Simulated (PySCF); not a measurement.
# What a mistake does to a calculation on ClH2Si

These are calculations, not measurements. They come from PySCF 2.14.0, an open-source quantum chemistry program, on an isolated molecule that a program drew, which may never have been made. The molecule is ClH2Si (charge 0, doublet), drawn as the SMILES string `[SiH2]Cl`.

Each row is a Hartree-Fock (HF) and frozen-core CCSD(T) single point in the cc-pV(D+d)Z basis, meant for a local HF minimum. Run 1 is clean. Each other run has one planted mistake out of seven kinds, and not every kind appears here: one electron removed, one electron added, multiplicity raised by two, geometry at a saddle point, minimal basis STO-3G, one bond length entered in bohr, all coordinates scaled. The reference is restricted for singlets and unrestricted otherwise, and also for a bond in bohr. Adding or removing an electron swaps singlet and doublet. Electrons count all cores. HOMO and LUMO are orbital energies over both spins, the gradient is its largest component, and the lowest frequency (negative if imaginary) is given only where the gradient is small. Bond lengths are over the 3 bonds as drawn. T1 is the CCSD diagnostic: over 0.02 (restricted) or 0.045 (unrestricted) a single reference is doubtful.

Geometry of the clean run:
```xyz
4
ClH2Si, angstrom
Si   -2.2529    0.0836   -2.0184
Cl   -2.4333    2.0326   -1.3311
H    -3.2789   -0.1460   -3.0556
H    -2.4298   -0.8360   -0.8763
```

```
run  electrons  basis functions  <S^2>  HOMO (eV)  LUMO (eV)  gradient (hartree/bohr)  lowest frequency (cm^-1)  mean bond (Å)  longest bond (Å)      T1  HF (hartree)  CCSD(T) (hartree)                     mistake
  1         33               56  0.753      -9.51       1.00                  2.1e-06                       553         1.6761             2.075  0.0127    -749.61044         -749.86967                    no fault
  2         33               56  0.753      -9.36       1.15                  1.9e-02                         -         1.6359             2.025  0.0123    -749.60856         -749.86735      all coordinates scaled
  3         33               20  0.751      -7.50       4.90                  3.0e-02                         -         1.6761             2.075  0.0074    -741.34326         -741.39397        minimal basis STO-3G
  4         33               56  3.764      -4.12      -3.07                  1.5e-01                         -         1.6761             2.075  0.0554    -749.34123         -749.60111  multiplicity raised by two
  5         33               56  0.769      -7.70       1.81                  5.2e-05                     -1207         1.6573             2.057  0.0123    -749.58596         -749.85082  geometry at a saddle point
  6         32               56  0.000     -18.71      -7.87                  6.8e-02                         -         1.6761             2.075  0.0236    -749.28983         -749.55237                           ?
```

**Which mistake was planted in run 6, and what did it cost?**

It counts 32 electrons, one fewer than the clean run, at the same geometry and basis. So the mistake is: one electron removed. Subtracting run 1 and multiplying by 627.51 kcal/mol a hartree, the energy moved by 201.2 kcal/mol in HF and 199.1 kcal/mol in CCSD(T).

Cautions from the logs. Run 4: T1 is over the limit, so its CCSD(T) energy is less reliable; run 6: T1 is over the limit, so its CCSD(T) energy is less reliable.
